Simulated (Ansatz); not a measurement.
Conformers and stereoisomers of C3H2F4 (`FC=C(F)C(F)F`), each relaxed with PBE0-D4/def2-TZVP in Ansatz. CBS adds the triple-zeta coupled-cluster correction to the MP2 limit.

Not all of them had a frequency check.

Conformer A:

Z-matrix (Å, degrees):
```
C
F 1 1.351
F 1 1.355 2 108.0
C 1 1.492 2 110.3 3 120.3
H 1 1.096 2 108.9 3 -116.5
C 4 1.322 1 124.7 2 -3.8
F 4 1.331 1 113.0 2 175.4
F 6 1.325 4 121.8 1 179.5
H 6 1.081 4 122.9 1 -0.4
```

Conformer B:

Cartesian coordinates in Å:
```
F 0.440 -2.038 0.102
C 0.282 -1.106 -0.835
C -0.006 0.145 -0.517
F -0.156 1.048 -1.484
C -0.188 0.668 0.865
F 0.700 1.662 1.106
F -1.427 1.198 1.003
H 0.409 -1.460 -1.851
H -0.053 -0.117 1.612
```

Question: Which is lowest in electronic energy at CCSD(T)/CBS (frozen core, def2 sets), and by how much? (An estimate is asked.)

Answer: Computed: A; B lies 4.9 kJ/mol higher.

Question: Give the energies relative to A (kJ/mol) with PBE-D4/def2-TZVPP, ωB97X-V/def2-TZVPP, r2SCAN/def2-TZVPP, HF/def2-TZVPP, HF/def2-QZVPP, HF/CBS(def2), CCSD/CBS(def2). (Best estimate.)

Answer: Computed: 
```
             level    B
 PBE-D4/def2-TZVPP  4.3
ωB97X-V/def2-TZVPP  4.5
 r2SCAN/def2-TZVPP  5.5
     HF/def2-TZVPP  5.5
     HF/def2-QZVPP  6.0
      HF/CBS(def2)  6.0
    CCSD/CBS(def2)  5.1
```
